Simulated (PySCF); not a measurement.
# Correlation energy of Cr³⁺ (chromium, charge +3)

[Ar] 3d3, high-spin 4F determinant. Computed with PySCF 2.14 in def2-TZVPPD (6s6p4d2f1g, 67 functions), with no relativity, point nucleus. Frozen: [Ar]; 3 electrons correlated.

```csv
level,correlation energy (mhartree)
CCSD,-18.06
(T),-0.05
CCSD(T),-18.11
```

Diagnostics: T1 = 0.0017, D1 = 0.0024, largest double amplitude 0.015.

Cost of the coupled-cluster step: of the order of 3 core-seconds, for 3 correlated electrons.

Iterations:

```
CC2 = 0
CCSD nocc = (np.int64(3), np.int64(0)), nmo = (58, 58)
frozen orbitals [[0, 1, 2, 3, 4, 5, 6, 7, 8], [0, 1, 2, 3, 4, 5, 6, 7, 8]]
max_cycle = 100
direct = 0
conv_tol = 1e-08
conv_tol_normt = 1e-06
diis_space = 8
diis_start_cycle = 0
Init t2, MP2 energy = -0.0155641231991
Init E_corr(UCCSD) = -0.0155641231991208
cycle = 1  E_corr(UCCSD) = -0.0176463273472106  dE = -0.00208220415  norm(t1,t2) = 0.00824109
cycle = 2  E_corr(UCCSD) = -0.0179733317202342  dE = -0.000327004373  norm(t1,t2) = 0.00223674
cycle = 3  E_corr(UCCSD) = -0.0180693892400875  dE = -9.60575199e-05  norm(t1,t2) = 0.000872646
cycle = 4  E_corr(UCCSD) = -0.0180606046541559  dE = 8.78458593e-06  norm(t1,t2) = 0.000205551
cycle = 5  E_corr(UCCSD) = -0.018062319502924  dE = -1.71484877e-06  norm(t1,t2) = 2.41758e-05
cycle = 6  E_corr(UCCSD) = -0.018062282612595  dE = 3.6890329e-08  norm(t1,t2) = 2.09381e-06
cycle = 7  E_corr(UCCSD) = -0.0180622823498626  dE = 2.62732416e-10  norm(t1,t2) = 4.07242e-07
UCCSD converged
E(UCCSD) = -1041.481461826691  E_corr = -0.01806228234986259
UCCSD(T) correction = -4.80640654653854e-05
```
